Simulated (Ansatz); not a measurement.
Which is lower?

The two ends of one reaction step of SiH$_{4}$Cl$_{2}$O, closed shell (PBE0-D4/def2-TZVP).

A:

Si1  (-0.553, 0.462, -1.056)
O2  (0.647, 0.878, -0.051)
Cl3  (-0.197, -1.355, -1.918)
Cl4  (-2.334, 0.327, -0.064)
H5  (-0.641, 1.495, -2.094)
H6  (1.359, -1.249, 2.033)
H7  (0.871, -0.868, 2.453)
H8  (0.848, 0.309, 0.696)
(Å)

B:

| atom | x (Å) | y (Å) | z (Å) |
| --- | --- | --- | --- |
| Si1 | -0.4387 | -0.7247 | -0.6481 |
| O2 | 1.1884 | 1.0755 | 0.8447 |
| Cl3 | -1.3393 | -2.1109 | -1.8705 |
| Cl4 | -1.9164 | 0.1140 | 0.5065 |
| H5 | 0.1448 | 0.2941 | -1.5337 |
| H6 | 1.0504 | 0.8710 | 1.7734 |
| H7 | 0.5012 | -1.4695 | 0.2031 |
| H8 | 0.8096 | 1.9504 | 0.7245 |

Ansatz 0.2.0; basis: def2-TZVPP; cores frozen in the correlated methods. B3LYP uses VWN-RPA correlation.

Problem. Which structure is lower at CCSD(T), and by how much? (Judge from chemistry; the value comes from the calculation.)

Solution. By the calculation: A, by 18.66 kcal/mol (electronic energy, against the other). By their contacts, A is a complex of SiH₂Cl₂O ([OH][SiH]([Cl])[Cl]) + H₂ and B is a complex of SiH₂Cl₂ ([Cl][SiH2][Cl]) + H₂O.

All methods give the same order:

```tsv
method	E(B) − E(A) (kcal/mol)
SPW92	17.30
PBE-D4	17.77
BLYP-D4	19.47
r2SCAN-D4	19.83
B97M-V	19.36
PBE0-D4	17.61
B3LYP-D4	19.16
r2SCAN0-D4	19.24
BHLYP-D4	19.04
CAM-B3LYP-D4	19.21
wB97X-V	18.36
wB97M-V	18.52
B2PLYP	19.42
PBE-QIDH	18.55
RPA on PBE	18.08
HF	18.77
MP2	20.01
CCSD	18.25
CCSD(T)	18.66
```

No T1 diagnostic of these runs exceeds 0.010.

Labels in which every atom is bracketed show which atoms are joined, not bond orders.

For scale, one of the runs: CCSD(T)/def2-TZVPP, 213 basis functions, launched by `ansatz run in.yaml --threads 4 --pin off --events-out ev --progress --plain --max-ram 9574MiB`. Time: 54 s of wall clock on 4 CPU threads of an Arm Neoverse V2; the host was shared. Peak host memory: 2.8 GiB.
